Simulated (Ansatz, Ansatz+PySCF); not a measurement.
```yaml
atoms:
  - { symbol: Be, position_ang: [0.0365, 0.0248, -0.8956] }
  - { symbol: Cl, position_ang: [-0.0301, -0.0399, 0.9179] }
```

Basis set: def2-SVP (spherical functions). Frozen core: 5 orbitals. Correlation on ROHF uses semicanonical orbitals with singles. Charge 0, multiplicity 2.

Computed with Ansatz (development build ahead of 0.2.0); each method stands on the lowest determinant of its kind that the runs found.

The atomization energy at this shape (free ground-state atoms in the same class of orbitals less the molecule, no zero-point energy) of doublet BeCl:

| method | atomization energy |
| --- | --- |
| UHF-CCSD(T) | 3.27 eV |
| UHF-MP2 | 3.99 eV |
| ROHF-MP2 | 3.87 eV |
| ROHF | 3.60 eV |

**Question.** What does UHF give?

**Answer.** 3.48 eV. Caution for UHF-CCSD(T), UHF: a free atom is spin contaminated.
